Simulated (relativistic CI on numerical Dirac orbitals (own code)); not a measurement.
**Hyperfine structure of Ba4+, mass number 135**

Calculated at this level of theory: Dirac-Coulomb-Breit CI, orbitals from a KLI potential per configuration, model QED (radiative potential, 1s self-energy scaled to tabulated hydrogen-like ionisation energies), valence Slater integrals scaled by 0.85, P86 correlation energy added to each configuration (own radial code, finite nucleus).

Configurations in the expansion (outside the closed core [Kr] 4d10): 5s²5p⁴, 5s5p⁵, 5s²5p³5d, 5p⁶, 5s²5p³4f, 5s5p⁴5d, 5s²5p³5f, 5s²5p³6s, 5s²5p³5g, 5s²5p³6p, 5s²5p²4f5d, 5s5p⁴5f, 5s²5p²5d², 5s²5p5d³, 5s²5p4f5d², 5s5p²5d³, 5s²5p5d²5f, 5s²5p5d²6s. Double excitations out of closed p, d and f shells are left out; levels of such configurations are missing from the list, as are those of other unlisted configurations, and high levels can miss mixing partners. These lack a partner that the ground configuration has and come out too high: 5s²5p³5g, 5s²5p³6p, 5s5p⁴5f.

Nuclear spin I = 3/2, μ = 0.8381 μN, Q = 0.153 b (tables of Stone and Pyykkö). The electronic factors are computed for point nuclear moments, without core polarisation; leaving it out makes A of s and p electrons in near-neutral atoms 20 to 40 % too small, and it can dominate for d and f shells.

| Level | E (cm⁻¹) | A (MHz) | B (MHz) |
| --- | --- | --- | --- |
| 5s²5p⁴ ³P2 | 0.0 | 1101 | 349 |
| 5s²5p⁴ ³P1 | 16148.3 | -464.6 | -284 |
| 5s²5p⁴ ¹D2 | 24426.5 | 2723 | -927 |
| 5s5p⁵ ³P°2 | 139094.3 | 6551 | -509 |
| 5s5p⁵ ³P°1 | 147608.3 | 2280 | 228 |
| 5s²5p³4f ⁵F3 | 162598.4 | 321 | -27.3 |
| 5s²5p³4f ⁵F4 | 162813.4 | 217.8 | -0.156 |
| 5s²5p³4f ⁵F2 | 163456.9 | 313 | -23.7 |

Levels with J = 0, under 50 % of one LS term, or S terms without an open s electron are left out. Small factors come from cancelling terms and can be off by tens of per cent or more.

At this charge configurations can still be misplaced by up to about 7 % of their energy. Levels and lines within the n = 5 or 6 shells can be off by up to 10 % or somewhat more, and those that change n by about 2 %, since core polarisation is missing. 32 of the 50 excited levels that our extract of the measured tables holds in this range could be paired (the sources list more); they are missed by 8456 cm⁻¹ on average and 16382 at most, and levels without a partner can miss by more. Levels that differ in their count of f electrons can be misplaced by several ten thousand cm⁻¹, since the correlation energy of f electrons is missing or only estimated; rates across such gaps can be off by orders of magnitude.

(1) Give the hyperfine levels of 5s²5p⁴ ³P2 relative to its centre of gravity.

## Answers

(1) With K = F(F + 1) − I(I + 1) − J(J + 1), E = AK/2 + B[¾K(K + 1) − I(I + 1)J(J + 1)]/[2I(2I − 1)J(2J − 1)]: F = 1/2: -4648, F = 3/2: -3302, F = 5/2: -768.3, F = 7/2: 3389 MHz.

LS names give the leading component of a level, which can be under half, so a name can repeat, a term be missing and a line seem to break the LS rules.
